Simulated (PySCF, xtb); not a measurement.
C₂H₇ClOSi₂, SMILES C(=C\[SiH3])(/[SiH2]O)Cl.

GFN2-xTB in xtb at its own geometry gives an orbital gap of 3.61 eV and a dipole moment of 0.57 D.

Geometry optimised at r2SCAN-D4/def2-SVP. The structure was generated by enumeration; whether it is a known compound was not checked. The values are those of a single conformer.

### Question
What does CAM-B3LYP/def2-TZVP (PySCF) give? (An estimate is asked for; the answer gives what the named calculation found.)

### Answer
gap 8.83 eV (levels -9.15 and -0.32 eV), dipole 0.65 D.
